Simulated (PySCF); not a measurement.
C4H8NOSi2 (doublet state).
Cartesian coordinates in Å at the GFN2-xTB level; atoms count from 1:
```xyz
16
C4H8NOSi2 angstrom
O     -3.4672   -0.5278    2.6019
C     -3.6377   -0.1786    1.4376
C     -2.6535   -0.0129    0.4694
C     -1.7796    0.1863   -0.3826
Si    -0.5014    0.2795   -1.6106
N      1.1123   -0.1327   -1.2730
C      1.5777   -0.7693   -0.0527
Si     2.2847    0.4807    1.2154
H     -4.6559    0.0380    1.0472
H     -0.6117    0.7905   -2.9577
H      1.8606    0.3223   -1.7766
H      0.7348   -1.3045    0.3843
H      2.3299   -1.5199   -0.3177
H      2.7935   -0.2646    2.3617
H      1.2283    1.4251    1.5659
H      3.3777    1.1969    0.5435
```

The hyperfine couplings belong to this conformer and change with its torsions.

The species is `O=CC#C[SiH]NC[SiH3]` [radical].

Method: UKS B3LYP, pcH-1 on C H N O Si, non-relativistic, mean-field spin-orbit, GIAO (PySCF 2.14.0). Isolated species at its GFN2-xTB geometry (one conformer only). A GFN2-xTB geometry isn't a minimum of the functional, and hyperfine couplings can be far from their values at a DFT geometry, by a factor of two or more for some ions and for spin on atoms past the first row. The SCF solution wasn't tested for stability.

Computed for the main isotopes (class means, splittings of 0.05 mT or more): g = 2.0038; H10 1H -35.8 MHz (1.28 mT); N6 14N +10.6 MHz (0.38 mT); H12/H13 1H +5.5 MHz (0.19 mT); H9 1H -3.9 MHz (0.14 mT); H11 1H +2.1 MHz (0.08 mT); 72 first-order lines, 2.64 mT wide.

What changes when 14N at N6 is replaced by 15N?

The spin density stays the same (vibrational effects aside), so a scales with the nuclear g factor: -0.56638/0.40376 = -1.4028, so a goes from +10.6 to -14.9 MHz (0.531 mT). The spin goes from 1 to 1/2, so the 1:1:1 triplet becomes a 1:1 doublet. The spectrum then has 48 first-order lines over 2.41 mT.

What changes when 1H at H12/H13 is replaced by 2H at both sites?

Only the nuclear moment changes in this model. The ratio of g factors is 0.85744/5.58569 = 0.1535, so a goes from +5.5 to +0.8 MHz (0.030 mT). The spin goes from 1/2 to 1, so the 1:2:1 triplet becomes a 1:2:3:2:1 quintet. The spectrum then has 120 first-order lines over 2.37 mT, counting the new splitting although it is under 0.05 mT.

Give position and intensity of the satellites from 29Si at Si5.

a = -98.0 MHz, or 3.49 mT in magnitude, and I = 1/2, so to first order each main line has two satellites, at ±1.75 mT. The isotope's abundance is about 4.7 %, shared among 2 lines, so each has 2.5 % of the main line's intensity.

Give position and intensity of the satellites from 13C at C4.

a = -29.8 MHz, or 1.06 mT in magnitude, and I = 1/2, so to first order each main line has two satellites, at ±0.53 mT. The isotope's abundance is about 1.07 %, shared among 2 lines, so each has 0.54 % of the main line's intensity.

Give position and intensity of the satellites from 13C at C3.

a = +15.7 MHz, or 0.56 mT in magnitude, and I = 1/2, so to first order each main line has two satellites, at ±0.28 mT. The isotope's abundance is about 1.07 %, shared among 2 lines, so each has 0.54 % of the main line's intensity.

Nuclei that the bonding pattern makes equivalent are averaged, as if the motion that swaps them (rotation, inversion, ring flip) were fast. The 1H value of +5.5 MHz is a mean of couplings from 0.9 to 10.0 MHz in this one geometry, not an average over conformers.

On AMD EPYC 9R45, one thread, shared host, this took 67 s of wall time (grids of density and orbitals included) and 1.1 GiB of memory at its peak.
